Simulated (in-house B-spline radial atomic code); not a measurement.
Configurations of the carbon ion C⁺, with energies counted from [He] 2s2 2p1. Computed with a radial B-spline atomic code at the basis-set limit: scalar-relativistic (X2C) wB97X, spin-polarised, spherical fractional occupations, exact exchange averaged over the configuration, Fermi nucleus of rms radius 2.4702 fm. Shells without spins written out take the highest spin.

Occupations are held fixed; configurations that lie above the ionisation limit could autoionise.

```
configuration  E - E(ref) (eV)  highest orbital  its <r> (bohr)
 [He] 2s1 2p2           4.7254            2p up           1.464
 [He] 2s2 3p1           16.395            3p up           4.679
 [He] 2s2 3d1           18.198            3d up           4.883
```

Q: Order these further configurations by energy, lowest first.
A. [He] 2s2 3s1
B. [He] 2s1 2p1 3d1
C. [He] 2s1 2p1 3s1

A: A (14.55 eV), C (20.119 eV), B (23.777 eV).
